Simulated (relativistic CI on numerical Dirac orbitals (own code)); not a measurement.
**L2,3 absorption of nickel in several valence states**

Computed multiplet spectra 2p⁶3dⁿ → 2p⁵3dⁿ⁺¹ (Dirac-Coulomb-Breit ions, Slater integrals scaled by 0.8, an assumed crystal field that grows with the charge, no charge transfer; 300 K; Lorentzian 0.4 eV and Gaussian 0.3 eV FWHM at both edges, so that L2 comes out sharper than in experiment). Peaks over 5 % are given in eV from the highest peak in the L3 region of each spectrum (height, largest 100). S of the lowest state is read from ⟨S²⟩, and the branching ratio is the share of L3, cut at the minimum between the edges.

Field parameters in Wybourne normalisation: Oh B⁴₀ = 21Dq, B⁴₄ = √(5/14) B⁴₀. The field is a parameter set, without covalency.

- Ni²⁺ (d8, Oh, 10Dq = 11750 cm⁻¹): S = 1.00, branching ratio 0.74; peaks 0.0 (100), 2.1 (26), 3.1 (5), 17.3 (24), 18.5 (25)
- Ni³⁺ (d7, Oh, 10Dq = 15200 cm⁻¹): S = 1.50, high spin, branching ratio 0.82; peaks -4.0 (62), -2.2 (77), -1.5 (81), 0.0 (100), 1.5 (18), 2.9 (8), 16.0 (22), 16.9 (23), 17.7 (23), 19.1 (5)
- Ni⁴⁺ (d6, Oh, 10Dq = 18600 cm⁻¹): S = 2.00, high spin, branching ratio 0.78; peaks -3.1 (25), -2.1 (23), 0.0 (100), 1.4 (40), 1.8 (40), 3.6 (13), 4.1 (14), 5.7 (8), 15.7 (8), 16.9 (10), 17.8 (29), 22.1 (6)

The centroid of the whole edge, which also moves with the branching ratio, lies at 860.2 (Ni²⁺), 860.8 (Ni³⁺), 865.0 (Ni⁴⁺) eV in this ionic model, in steps of 0.6 to 4.2 eV. Compounds show about 1 to 2 eV a unit and lower energies for the high valences, since ligands screen the charge. The multiplet shape follows the d count and the spin state, and so serves as a fingerprint of valence. Real compounds of Ni³⁺, Ni⁴⁺ are mostly low spin, since covalency shrinks the Slater integrals more than this scale does.
